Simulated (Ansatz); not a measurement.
`O[SiH2][GeH2][OH]`, charge 0, multiplicity 1.

Problem. Give a relaxed structure at PBE0-D4/def2-TZVP (the Gaussian-basis code of Ansatz). (Estimate.)

Solution. The calculation gave: 
Z-matrix (Å, degrees):
```
Si
Ge 1 2.391
O 1 1.653 2 111.1
H 1 1.489 2 108.2 3 -123.0
H 1 1.482 2 110.4 3 117.0
O 2 1.793 1 104.5 3 167.8
H 2 1.546 1 114.4 3 -73.1
H 2 1.550 1 112.7 3 49.6
H 3 0.958 1 117.7 2 -66.3
H 6 0.959 2 112.6 1 174.0
```
This is one stationary point; other conformers may exist.
